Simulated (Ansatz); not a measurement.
HITe (SMILES [TeH]I) moved off its minimum; all values from Ansatz (a program for electronic structure), cores frozen in correlated methods. Elements past Kr take the def2 small-core potentials, without spin–orbit coupling.
(charge 0, multiplicity 1)
```xyz
3

Te     0.41526     0.90829     0.88629
H      0.67649     2.07839    -0.22958
I     -0.43264    -0.96338    -0.88330
```

Give the forces (eV/Å), the total energy and the dipole at CCSD(T)/def2-TZVPPD.


```tsv
atom	Fx	Fy	Fz
Te1	-0.020	-0.232	0.485
H2	0.046	0.271	-0.375
I3	-0.026	-0.039	-0.110
```
Energy -564.5828 hartree, dipole 1.01 D.
